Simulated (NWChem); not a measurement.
TiBrF$_{3}$; SMILES [F][Ti]([F])([F])[Br]

```xyz
5

Ti     0.0000     0.0000    -0.7298
F      1.2777    -0.9906    -1.3180
F      0.2190     1.6018    -1.3180
F     -1.4967    -0.6112    -1.3180
Br     0.0000     0.0000     1.6014
```
Atoms are numbered in this order, from 1.

Level: PBE0/def2-SVP (NWChem), optimised geometry, unscaled harmonic frequencies. This build's default masses of Se (78.918 u) and Br (79.917 u) are each other's, which moves their modes by up to 0.6 %.

```
frequency (cm⁻¹)  IR intensity (km/mol)
----------------  ---------------------
144                                 1.8
144                                 1.8
184                                 2.7
209                                 8.8
209                                 8.8
384                                71.8
785                               162.9
852                               198.5
852                               198.5
```

```json
{
 "zero_point_energy": "5.4 kcal/mol",
 "thermal correction to the enthalpy at 298.15 K (with zero-point energy)": "10.0 kcal/mol",
 "heat capacity Cv": "18.6 cal/(mol K)",
 "entropy at 298.15 K and 1 atm (symmetry number 3)": "81.2 cal/(mol K)",
 "dipole_moment": "0.11 D"
}
```

Rigid rotor and harmonic oscillator.
